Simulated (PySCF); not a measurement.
**29Si chemical shifts**

All values are calculated (PySCF): GFN2-xTB geometry, GIAO PBE0/pcSseg-1 shieldings. Fast rotation and ring inversion assumed for equivalent nuclei, single conformer, no relativistic terms, gas phase.

Shieldings were converted by a linear fit to measured shifts: 29Si: δ = 279.94 − 0.822σ (rms 8.9 ppm, 72 shifts, 25.8 ppm with the 6 outliers that the fit left out vs TMS, solution or neat liquid). Occasional misses reach two or three times the rms, and more in compound classes unlike the fitted ones.

(1) Give the 29Si shifts of `CC[Si@H](S[SiH3])S[SiH2]N`, `[SiH3]c1cpc(Cl)cc1[SiH3]`, `CC(C)O[Si@H](C)[SiH2]CCl`, `C[C@@H]1[SiH2]CC2=C1C=CC2`, `O1[SiH2]O[SiH2]O[SiH2]O[SiH2]1`, `F[C@@H]1CCCC[Si@@H]1F`, `FC(F)[C@@H]1CCC[SiH2]1`.

(2) Order these by 29Si shift, lowest first.
A. C/C(C#N)=N/[Si@@H](O)C=O
B. C=CC1=C[SiH2][C@H]2C[C@@H]1C2
C. CC(C)[C@H](C)C[SiH](F)F

Results:

(1) 
```json
{"compound": "[CH3:1][CH2:2][Si@H:3]([S:4][SiH3:5])[S:6][SiH2:7][NH2:8]", "environment": "Si3: silicon bonded to C, 2 S, H", "δ (ppm)": "2.4"}
{"compound": "[CH3:1][CH2:2][Si@H:3]([S:4][SiH3:5])[S:6][SiH2:7][NH2:8]", "environment": "Si7: silicon bonded to N, S, 2 H", "δ (ppm)": "-28.3"}
{"compound": "[CH3:1][CH2:2][Si@H:3]([S:4][SiH3:5])[S:6][SiH2:7][NH2:8]", "environment": "Si5: silicon bonded to S, 3 H", "δ (ppm)": "-60.5"}
{"compound": "[SiH3:1][c:2]1[cH:3][p:4][c:5]([Cl:6])[cH:7][c:8]1[SiH3:9]", "environment": "Si1: silicon bonded to C, 3 H", "δ (ppm)": "-60.9"}
{"compound": "[SiH3:1][c:2]1[cH:3][p:4][c:5]([Cl:6])[cH:7][c:8]1[SiH3:9]", "environment": "Si9: silicon bonded to C, 3 H", "δ (ppm)": "-61.4"}
{"compound": "[CH3:1][CH:2]([CH3:3])[O:4][Si@H:5]([CH3:6])[SiH2:7][CH2:8][Cl:9]", "environment": "Si5: silicon bonded to C, O, Si, H", "δ (ppm)": "-11.7"}
{"compound": "[CH3:1][CH:2]([CH3:3])[O:4][Si@H:5]([CH3:6])[SiH2:7][CH2:8][Cl:9]", "environment": "Si7: silicon bonded to C, Si, 2 H", "δ (ppm)": "-66.5"}
{"compound": "C[C@@H]1[SiH2]CC2=C1C=CC2", "environment": "silicon bonded to 2 C, 2 H, in a 5-membered ring", "δ (ppm)": "-15.2"}
{"compound": "O1[SiH2]O[SiH2]O[SiH2]O[SiH2]1", "environment": "silicon bonded to 2 O, 2 H, in a 8-membered ring (×4)", "δ (ppm)": "-51.7"}
{"compound": "F[C@@H]1CCCC[Si@@H]1F", "environment": "silicon bonded to 2 C, F, H, in a 6-membered ring", "δ (ppm)": "-2.5"}
{"compound": "FC(F)[C@@H]1CCC[SiH2]1", "environment": "silicon bonded to 2 C, 2 H, in a 5-membered ring", "δ (ppm)": "-36.7"}
```

(2) A (-59.5 ppm, silicon bonded to C, N, O, H), B (-44.2 ppm, silicon bonded to 2 C, 2 H, in a 6-membered ring), C (-7.6 ppm, silicon bonded to C, 2 F, H).
